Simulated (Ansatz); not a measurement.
Members of the series Al-XY, Y = hydroxy; each row names its spin state. All species are isolated molecules in the gas phase. One relaxed conformer stands for each flexible species; it need not be the lowest. Strings in code marks are SMILES.

Quantity: adiabatic spin-state energy, in kJ/mol. The DFT solution of `[BH2][Al-][OH]` is unstable or spin-contaminated; the geometry comes from it.

A: `[OH][Al-][OH]`: multiplicity 3 minus multiplicity 1
B: `[OH][Al-][SH]`: multiplicity 3 minus multiplicity 1
C: `[BH2][Al-][OH]`: multiplicity 3 minus multiplicity 1
D: `[NH2][Al-][OH]`: multiplicity 3 minus multiplicity 1
E: `[OH][AlH-]`: multiplicity 3 minus multiplicity 1
F: `O=[CH][Al-][OH]`: multiplicity 3 minus multiplicity 1

Question: Rank these by adiabatic spin-state energy (lowest first), as B3LYP/aug-cc-pVTZ // PBE0-D3(BJ)/def2-TZVPD (Ansatz, a program for electronic structure) gives it.

Answer: C (6.17 kJ/mol), F (65.5 kJ/mol), E (103.4 kJ/mol), D (151.4 kJ/mol), A (160.0 kJ/mol), B (163.4 kJ/mol)
